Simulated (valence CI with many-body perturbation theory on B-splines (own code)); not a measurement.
# E1 line list for Br²⁰⁺

Calculated by valence CI with perturbative core correlation (CI+MBPT): five valence electrons over a frozen Dirac-Fock core [Ne], a basis of 11 s, 11 p, 10 d, 8 f, 5 g, 2 h functions for each j, with the one-electron correlation potential Σ1, the two-electron term Σ2, the three-electron term Σ3, Breit, model QED; selected CI, second order for the rest, scaled by the run's own slope (own B-spline code, finite nucleus).

No measured levels were compared; by estimate levels of excited configurations hold to 0.05 to 0.15 % of their energy, terms of the ground configuration to about 0.5 %. Among the levels kept, up to 3400 cm⁻¹ of a level comes from second order outside the variational space, and about a tenth of that is noise between levels of different J, which matters for small intervals.

Lines 1 to 50 of 596 in falling wavelength, among levels below 226.64 eV, chosen from the strongest by gf and those to the six lowest levels. Wavelengths and rates use the calculated energies, so an error of 300 cm⁻¹ moves a line at 29.78 nm by 0.089 % and its rate by three times that or more. Electric multipoles are in the length gauge with retardation, E1 and E2 with the static RPA response of the core. Weak lines are less certain than strong ones. Lines between different terms over intervals too small for the method are left out, as are lines whose strength nearly cancels. The highest levels of a list are the least certain.

Names give the largest LS component (configuration and term), which can be under half, so a name can repeat, a term be missing and a line seem to break the LS rules; names also repeat where a configuration has a term twice. Letters in brackets count levels of one name in rising energy.

```
λ vac (nm)                  Upper                  Lower   A (s⁻¹)  S (a.u.)
     29.78          3s 3p4 4P_3/2        3s2 3p3 2P°_3/2  1.15e+08  5.98e-03
     27.43          3p4 3d 4F_9/2  3s 3p3 3d 4D°_7/2 [d]  1.38e+09  1.40e-01
     25.75          3s 3p4 4P_5/2        3s2 3p3 2D°_5/2  2.93e+08  1.48e-02
     24.95          3s 3p4 4P_1/2        3s2 3p3 2P°_1/2  3.75e+08  5.75e-03
     24.43          3p4 3d 2G_7/2  3s 3p3 3d 2G°_7/2 [b]  2.31e+09  1.33e-01
     24.39     3s 3p3 3d 4G°_11/2      3s2 3p2 3d 2G_9/2  8.37e+08  7.19e-02
     24.13          3s 3p4 4P_5/2        3s2 3p3 2D°_3/2  5.95e+08  2.48e-02
     23.29          3s 3p4 2D_5/2        3s2 3p3 2P°_3/2  1.33e+09  4.96e-02
     23.07          3s 3p4 4P_3/2        3s2 3p3 2D°_5/2  2.04e+08  4.94e-03
     22.18          3p4 3d 4F_9/2  3s 3p3 3d 4F°_9/2 [b]  2.75e+09  1.48e-01
     21.95          3p4 3d 2D_3/2  3s 3p3 3d 4P°_5/2 [b]  3.98e+09  8.30e-02
     21.90          3p4 3d 4F_9/2  3s 3p3 3d 4D°_7/2 [b]  1.28e+09  6.62e-02
     21.74  3s 3p3 3d 4F°_9/2 [a]      3s2 3p2 3d 4F_9/2  1.28e+09  6.51e-02
     21.63          3s 3p4 2D_3/2        3s2 3p3 2P°_1/2  3.12e+08  6.23e-03
     21.22          3s 3p4 4P_1/2        3s2 3p3 2D°_3/2  1.81e+08  1.70e-03
     20.81          3p4 3d 2G_7/2  3s 3p3 3d 4F°_7/2 [b]  2.17e+09  7.73e-02
     20.66  3s2 3p2 3d 2P_3/2 [a]        3s2 3p3 2P°_3/2  7.88e+08  1.37e-02
     20.60          3s 3p4 4P_5/2        3s2 3p3 4S°_3/2  3.24e+09  8.38e-02
     20.47            3p5 2P°_3/2          3s 3p4 2D_5/2  8.02e+09  1.36e-01
     20.04      3s2 3p2 3d 4F_3/2        3s2 3p3 2P°_3/2  1.45e+08  2.30e-03
     19.74          3s 3p4 2D_3/2        3s2 3p3 2D°_5/2  3.02e+08  4.58e-03
     19.65            3p5 2P°_3/2          3s 3p4 2D_3/2  3.73e+09  5.58e-02
     19.64     3s 3p3 3d 4G°_11/2      3s2 3p2 3d 4F_9/2  7.80e+09  3.50e-01
     19.63  3s 3p3 3d 4D°_7/2 [e]  3s2 3p2 3d 2D_5/2 [b]  2.25e+09  6.73e-02
     19.40      3s 3p3 3d 4S°_3/2      3s2 3p2 3d 4P_5/2  4.59e+09  6.62e-02
     19.24          3p4 3d 2G_7/2  3s 3p3 3d 2G°_9/2 [a]  3.89e+09  1.09e-01
     19.14      3s 3p3 3d 4G°_9/2      3s2 3p2 3d 4F_7/2  8.78e+09  3.04e-01
     18.97          3s 3p4 2D_5/2        3s2 3p3 2D°_5/2  6.20e+09  1.25e-01
     18.96          3p4 3d 4F_9/2     3s 3p3 3d 4G°_11/2  9.32e+09  3.13e-01
     18.92  3s 3p3 3d 2F°_7/2 [b]  3s2 3p2 3d 2F_7/2 [b]  3.52e+09  9.42e-02
     18.84          3s 3p4 4P_3/2        3s2 3p3 4S°_3/2  5.45e+09  7.21e-02
     18.80  3s 3p3 3d 4F°_9/2 [b]      3s2 3p2 3d 4D_7/2  3.11e+09  1.02e-01
     18.77          3s 3p4 2D_3/2        3s2 3p3 2D°_3/2  8.60e+09  1.12e-01
     18.76  3s 3p3 3d 4D°_7/2 [c]      3s2 3p2 3d 4P_5/2  2.27e+09  5.91e-02
     18.61  3s2 3p2 3d 2P_3/2 [a]        3s2 3p3 2P°_1/2  1.09e+09  1.39e-02
     18.59          3p4 3d 4D_7/2  3s 3p3 3d 4F°_9/2 [a]  1.32e+10  3.35e-01
     18.48          3p4 3d 4F_9/2      3s 3p3 3d 4G°_9/2  3.70e+09  1.15e-01
     18.44          3s 3p4 4P_1/2        3s2 3p3 4S°_3/2  5.91e+09  3.66e-02
     18.38      3s 3p3 3d 4G°_7/2      3s2 3p2 3d 4F_5/2  1.01e+10  2.47e-01
     18.38          3p4 3d 4D_5/2  3s 3p3 3d 4F°_7/2 [a]  1.24e+10  2.29e-01
     18.35  3s 3p3 3d 2G°_9/2 [a]  3s2 3p2 3d 2F_7/2 [a]  4.91e+09  1.50e-01
     18.27          3s 3p4 2S_1/2        3s2 3p3 2P°_1/2  7.22e+09  4.35e-02
     18.19  3s2 3p2 3d 4D_1/2 [a]        3s2 3p3 2P°_3/2  2.78e+09  1.65e-02
     18.10      3s 3p3 3d 4G°_5/2      3s2 3p2 3d 4F_3/2  7.12e+09  1.25e-01
     18.02          3p4 3d 2G_7/2      3s 3p3 3d 4G°_9/2  3.34e+09  7.71e-02
     18.00  3s 3p3 3d 2G°_7/2 [a]  3s2 3p2 3d 2F_5/2 [a]  2.93e+09  6.75e-02
     17.99          3p4 3d 4D_3/2  3s 3p3 3d 4F°_5/2 [a]  1.15e+10  1.32e-01
     17.79  3s 3p3 3d 2G°_7/2 [b]      3s2 3p2 3d 2G_7/2  4.02e+09  8.93e-02
     17.64          3p4 3d 2G_7/2      3s 3p3 3d 4G°_7/2  2.80e+09  6.08e-02
     17.64      3s2 3p2 3d 4D_3/2        3s2 3p3 2P°_3/2  2.71e+08  2.94e-03
```
